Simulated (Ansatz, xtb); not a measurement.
## A ladder of methods for C2Cl2N2Si (Si(CN)2Cl2)

C2Cl2N2Si has 7 atoms, charge 0, and is taken as a singlet. As SMILES, `N#C[Si](Cl)(Cl)C#N`. The shape is that of a GFN2-xTB optimisation.

| atom | x (Å) | y (Å) | z (Å) |
| --- | --- | --- | --- |
| Si | -0.4536 | 0.0074 | -0.3190 |
| C | -0.3488 | -0.0096 | 1.5502 |
| N | -0.2867 | -0.0192 | 2.6920 |
| C | 1.3415 | -0.0101 | -0.8506 |
| N | 2.4365 | -0.0171 | -1.1795 |
| Cl | -1.3226 | 1.7060 | -0.9326 |
| Cl | -1.3664 | -1.6575 | -0.9607 |

Each level gives the dipole moment (D). The values are calculated.

| level | kind | program | value (D) | CPU time |
| --- | --- | --- | --- | --- |
| GFN0-xTB | semi-empirical | xtb | 5.38 | under 2 s |
| GFN1-xTB | semi-empirical | xtb | 3.13 | under 2 s |
| GFN2-xTB | semi-empirical | xtb | 3.27 | under 2 s |
| HF/STO-3G | Hartree–Fock | Ansatz | 1.43 | 4.4 s |
| HF/3-21G | Hartree–Fock | Ansatz | 1.79 | 5.1 s |
| HF/def2-SVP | Hartree–Fock | Ansatz | 3.28 | 8.4 s |
| B3LYP/6-31G* (spherical functions) | global hybrid | Ansatz | 2.90 | 18 s |
| PBE0/def2-SVP | global hybrid | Ansatz | 3.15 | 14 s |
| B3LYP/6-31G* (Cartesian functions) | global hybrid | Ansatz | 2.90 | 19 s |
| PBE0/6-311+G** | global hybrid | Ansatz | 3.18 | 31 s |

The values span 1.43 to 5.38 D. Magnitudes only. Sets without polarisation functions give poor dipoles. Without the sets that lack polarisation functions the rows with a basis span only 2.90 to 3.28 D. Times are those of the runs behind each value, whatever else they computed, on shared processors of several kinds: orders of magnitude only.
